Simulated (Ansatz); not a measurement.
Ansatz (a quantum-chemistry and plane-wave program) input for Si(F)(Cl)2(OH) (Cl2FHOSi), SMILES O[Si](F)(Cl)Cl, PBE0/def2-SVPD. Geometry: B3LYP-D3(BJ)/def2-SVP. Other conformers were not sampled.

Ansatz 0.2 input:
```yaml
crystal:
  periodic: [false, false, false]
  atoms:
    - {symbol: O, position_ang: [-1.57120548, -0.85202375, -0.50403442]}
    - {symbol: Si, position_ang: [-0.24389087, -0.16721082, 0.15764864]}
    - {symbol: F, position_ang: [-0.23243662, -0.36504153, 1.75578481]}
    - {symbol: Cl, position_ang: [1.38991731, -1.09571163, -0.61954986]}
    - {symbol: Cl, position_ang: [-0.18393828, 1.85258030, -0.18108715]}
    - {symbol: H, position_ang: [-2.42559808, -0.42425208, -0.36603970]}
basis:
  gaussian:
    orbitals: def2-SVPD
hamiltonian:
  xc: {name: PBE0}
```

Program output:

```
WARN ansatz: RAYON_NUM_THREADS=1 ignored (pool sized by the plan → 1); use --threads N
Functional definition: PBE0
integrals: 0.08 GiB planned
1251 factors; their error is unknown
mean field: 0.64 GiB planned
mean field evaluation 1: about -37673.9079 eV, gradient 5.6e1 eV
mean field evaluation 2: about -37665.1303 eV, gradient 9.0e1 eV
mean field evaluation 4: about -37679.1617 eV, gradient 3.2e0 eV
mean field evaluation 8: about -37679.1815 eV, gradient 6.1e-2 eV
mean field -37679.43193453 eV, -1384.6935835578 hartree, gradient 8.1e-5 eV, S^2 0.000000; 0 other end points of the search recorded, 0 dependent functions left out
reference -37679.43197317 eV, -1384.6935849779 hartree; 33, 33 occupied and 99, 99 virtual orbitals, 1251 factors
Total energy: -37679.43197317 eV, -1384.6935849779 hartree
```

The run converged.
